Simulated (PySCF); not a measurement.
## Assignment exercise: C$_{5}$H$_{11}$NO

Numbering as in the mapped SMILES `[CH3:1][C:2]([CH3:3])([CH3:4])[C:5]([NH2:6])=[O:7]`. Hydrogens are named by the atom that carries them. Ha(N6) is cis to the C=O or C=S heteroatom; Hb(N6) is trans to the C=O or C=S heteroatom.

Computed data (PySCF 2.14.0 with density-fitted response routines): couplings computed with B3LYP/pcJ-1 (spin–dipole term only in couplings to heteroatoms), PBE0/pcSseg-1 with gauge-including orbitals, PBE0-D3(BJ)/def2-SVP structure. One averaged value for each set of equivalent atoms, relativity neglected, a single conformation, no solvent model.

References, each an isolated molecule treated in the same way: $^{13}$C (σref 184.41) and $^{1}$H (σref 31.27) vs TMS.

(1) Assign these signals to the numbered atoms. $^{13}$C{$^{1}$H} NMR (computed): δ 178.1 (C), 38.1 (C), 29.5 (CH3).

(2) Assign these signals to the numbered atoms. $^{1}$H NMR (400 MHz, computed): δ 4.80 (br, 1H), 4.27 (br, 1H), 1.07 (s, 9H).

Answers

(1) 
178.1 → C5, amide carbonyl carbon: lone-pair donation from the attached heteroatom keeps it upfield of a ketone carbonyl
38.1 → C2, quaternary sp3 carbon α to a carbonyl: α to the electron-withdrawing carbonyl group
29.5 → C1/C3/C4, methyl carbon: saturated and bonded to C and H only

(2) 
| δ (ppm) | atoms | environment | reason |
| --- | --- | --- | --- |
| 4.80 | Hb(N6) | hydrogen on an amide-type nitrogen | exchangeable; this is the value without hydrogen bonding to other molecules |
| 4.27 | Ha(N6) | hydrogen on an amide-type nitrogen | – |
| 1.07 | H(C1)/H(C3)/H(C4) | hydrogen on a methyl carbon | – |

OH and NH positions are those of a molecule without intermolecular hydrogen bonds; in solution they move with solvent, concentration and temperature, and exchange usually removes their couplings. The two substituents on the amide-type nitrogen aren't averaged: C–N rotation is slow on the NMR time scale. Shifts are as computed. Against solution values, carbons near 30 ppm lie about +2 ppm off and those near 130 ppm about +4 ppm. Of 246 compounds with measured shifts, 49 miss one by over three times the rms of a fit or turn the order of signals round; such compounds aren't used in these exercises. The C=O carbon of an acid or of an amide with N–H lies up to 10 ppm further downfield in solution, through hydrogen bonding that the calculation lacks.
